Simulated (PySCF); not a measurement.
## Os⁷³⁺ (osmium, charge +73) across methods

[He] 2s1, 2S determinant. All numbers are calculated (PySCF 2.14, the non-relativistic Hamiltonian (point nucleus), in an uncontracted even-tempered set (17 s from 54 bohr⁻², ratio 2.2; 8 p from 82 bohr⁻², ratio 2.4; 5 d from 250 bohr⁻², ratio 2.4; 5 f from 370 bohr⁻², ratio 2.4; 4 g from 550 bohr⁻², ratio 2.4)).

| method | E (hartree) | mean ε 1s α (eV) | mean ε 1s β (eV) | mean ε 2s α (eV) | Σ⟨r²⟩ (bohr²) | ⟨S²⟩ |
| --- | --- | --- | --- | --- | --- | --- |
| r2SCAN | -6420.51 | -76466.2 | -76447.1 | -18725.9 | 0.008567 | 0.750 |
| M06-L | -6420.88 | -76467.5 | -76449.6 | -18727.4 | 0.008561 | 0.750 |
| PBE | -6419.91 | -76411.2 | -76389.2 | -18718.5 | 0.008565 | 0.750 |
| LDA | -6413.85 | -76350.4 | -76326.9 | -18705.1 | 0.008571 | 0.750 |
| PBEsol | -6417.63 | -76385.3 | -76364.1 | -18712.8 | 0.008567 | 0.750 |
| UHF | -6420.61780 | -76915.9 | -76871.6 | -18830.5 | 0.008567 | 0.750 |

**Question.** Estimate the same row for PBE0.

**Answer.** E (hartree) = -6420.10; mean ε 1s α (eV) = -76537.5; mean ε 1s β (eV) = -76510.1; mean ε 2s α (eV) = -18746.6; Σ⟨r²⟩ (bohr²) = 0.008566; ⟨S²⟩ = 0.750.

A non-relativistic calculation at this Z misses sizeable relativistic shifts.
